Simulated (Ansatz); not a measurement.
Two isomers of C2H8B2O: A = `CBCBO`, B = `CCBBO`.

Computed with Ansatz on PBE0-D4/def2-TZVP structures; ΔE is electronic, products minus reactants. CBS: MP2 limit from def2 TZ/QZ plus the TZ coupled-cluster correction, frozen cores. DFT in def2-TZVPP. Each species was taken in one conformer, which may not be the lowest.

Q: Which isomer does CCSD(T)/CBS put lower? Give the gap. (An estimate is asked.)

A: The calculation gave: A, by 25.5 kcal/mol.

Q: Give E(B) − E(A) in kcal/mol with PBE0-D4, ωB97M-V, PBE-D4, r2SCAN-D4, MP2/def2-TZVPP, CCSD(T)/def2-TZVPP, CCSD/def2-TZVPP. (Best estimate.)

A: Computed: PBE0-D4 25.2, ωB97M-V 26.3, PBE-D4 24.8, r2SCAN-D4 26.4, MP2/def2-TZVPP 27.1, CCSD(T)/def2-TZVPP 25.4, CCSD/def2-TZVPP 25.1. None reverses the order clearly.

Largest T1 diagnostic: 0.012.

In def2-TZVPP, CCSD(T) changes the Hartree–Fock value by +1.0 kcal/mol (the triples alone add +0.3 kcal/mol) and MP2 by +2.6 kcal/mol.
